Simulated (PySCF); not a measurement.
## Continuum solvent and chemical shifts

Bonds (- single, = double, # triple, : aromatic): F1-Si2, Si2-O3, O3-Si4, Si2-C5, C5-C6, C6-C7, C7-C8, C8-Si2. Si4 carries H9, H10, H11; C5 carries H12, H13; C6 carries H14, H15; C7 carries H16, H17; C8 carries H18, H19.

GIAO PBE0/pcSseg-1 in PySCF 2.14.0 with density-fitted response routines on one PBE0-D3(BJ)/def2-SVP conformer, non-relativistic, equivalent nuclei averaged. Solvents enter as an IEF-PCM continuum (chloroform with ε = 4.7, methanol with ε = 32.6) around the gas-phase geometry. Shifts are referred to CFCl3, TMS computed in the same medium.

In chloroform, δ in ppm: F1 -147.1, Si2 28.1, Si4 -38.2, C6/C7 27.3, C5/C8 12.4, H9/H10/H11 5.04, H15/H16 1.51, H14/H17 1.50, H13/H19 0.62, H12/H18 0.53. Dipole moment 1.62 D.

Q: How does each δ change in the more polar medium?

A: 
| atoms | environment | Δδ, methanol |
| --- | --- | --- |
| F1 | fluorine bonded to Si | -0.4 |
| Si2 | silicon bonded to 2 C, F, O, in a 5-membered ring | +0.8 |
| Si4 | silicon bonded to O, 3 H | +0.1 |
| C6/C7 | sp3 CH2 in a ring | +0.2 |
| C5/C8 | sp3 CH2 bonded to Si | +0.2 |
| H9/H10/H11 | hydrogen on a silicon bonded to O | -0.01 |
| H15/H16 | hydrogen on an sp3 CH2 in a ring | +0.01 |
| H14/H17 | hydrogen on an sp3 CH2 in a ring | +0.01 |
| H13/H19 | hydrogen on an sp3 CH2 bonded to Si | +0.01 |
| H12/H18 | hydrogen on an sp3 CH2 bonded to Si | +0.02 |

Changes are relative to chloroform. The dipole moment becomes 1.70 D in methanol.

Q: Which nuclei move most (in ppm), and what does the model miss?

A: Si2 (silicon bonded to 2 C, F, O, in a 5-membered ring, +0.8 ppm) in methanol. A continuum only polarises the solute; specific hydrogen bonds, the anisotropy of aromatic solvents and changes of geometry or conformer are outside it.
